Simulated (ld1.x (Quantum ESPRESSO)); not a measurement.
# Before and after: TM potential for Be

ld1.x (Quantum ESPRESSO) 7.5 input, shortened:

```
&input
   title='Be', zed=4., rel=1, dft='BP', iswitch=3,
   config='[He] 2s1.75 2p0.25 3d-2'
 /
 &inputp
   pseudotype=2, tm=.true., lloc=0,
   nlcc=.false.
 /
3
2P  2  1   0.25   0.00  4.20  4.20  0.0
3D  3  2  -2.00   0.05  4.40  4.40  0.0
1S  1  0   2.00   0.00  0.50  0.50  0.0
 &test
   configts(1)='1s2 2s1.75 2p0.25'
 /
```

Occupied shells without a wave of their own: 2s. They enter only through the test configuration that unscreens the potential.

Change: wave 2p (bound): rc 4.20 bohr becomes 2p (bound): rc 6.22 bohr.

Cutoffs: the cutoffs (Ry, on a coarse ladder) from which the occupation-weighted sum of valence levels, in a spherical-Bessel basis at the reference potential, stays within 10 and 1 mRy of its value at 400 Ry; they do not see the model core or the augmentation charge, which bear on the density cutoff. Errors are all-electron minus pseudo energies relative to the spin-unpolarised reference configuration.

Predict the effect on cutoff, ghosts and configuration errors.

A bound ghost appears in p, which as a rule spoils a file; the number of tests that count goes from 6 to 5; of the 5 tests that both files solve, the error grows in 5 and shrinks in 0 by more than 15 % and 0.3 meV (median size 56.8 → 116.4 meV). More of the atom is replaced by a form fitted at one configuration, so other configurations suffer.

```tsv
quantity	base	changed
cutoff, loose	300 Ry	300 Ry
cutoff, tight	over 300 Ry	over 300 Ry
bound ghosts	none	p
tests counted (converged, no solver errors)	6 of 7	5 of 7
error for 1s2 2s2 2p0, meV [ΔE -0.90 eV]	-9.8	-13
error for 1s2 2s1 2p0, meV [ΔE 8.74 eV]	+57	+116
error for 1s2 2s0 2p0, meV [ΔE 26.60 eV]	+168	+304
error for 1s2 2s1.5 2p0, meV [ΔE 2.90 eV]	+18	+44
error for 1s1 2s2 2p0, meV [ΔE 127.61 eV]	+266	+462
```

Base: Tests not counted: 1s2 2s0 2p1 (solver errors, printed error -3.8 eV). The 2s level has no wave, so the channel is fitted at the deeper level alone: the likely source of the large errors. Changed file: Tests not counted: 1s2 2s0 2p1 (solver errors, printed error -3.7 eV); 1s2 2s0 2p2 (solver errors, printed error -13.8 eV). The 2s level has no wave, so the channel is fitted at the deeper level alone: the likely source of the large errors. A true bound ghost makes a file unfit for plane-wave use even where its test errors are small: the radial tests pick states by their node count and pass the ghost by. Where a test does run into it, the solver fails or the error is huge.
